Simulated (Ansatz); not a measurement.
CH5GeNO2, SMILES `O=C[NH][GeH2][OH]` from Hartree–Fock to CCSD(T)

```tsv
atom	x (Å)	y (Å)	z (Å)
O1	0.650	-1.959	-0.657
C2	0.945	-1.394	0.369
N3	0.615	-0.106	0.646
Ge4	-0.302	0.946	-0.587
O5	-2.008	0.486	-0.661
H6	1.519	-1.891	1.174
H7	0.934	0.264	1.527
H8	-0.151	2.364	-0.007
H9	0.248	0.753	-1.992
H10	-2.450	0.536	0.189
```

The species carries charge 0 and has multiplicity 1. Correlated methods include outer-core shells of Ge, which these sets cover unevenly. Scalar relativity is left out up to krypton. All single points use the PBE0-D4/def2-TZVP geometry. It is one conformer, not always the lowest. Frozen core, restricted reference, Ansatz 0.2.0.

| basis | HF (Eh) | MP2 corr. | CCSD corr. | (T) | CCSD(T) total |
| --- | --- | --- | --- | --- | --- |
| def2-SVP | -2319.91156 | -0.89440 | -0.91625 | -0.02687 | -2320.85468 |
| def2-TZVPP | -2320.47823 | -1.09275 | -1.10657 | -0.04470 | -2321.62950 |
| def2-QZVPP | -2320.53205 | -1.41948 | – | – | – |
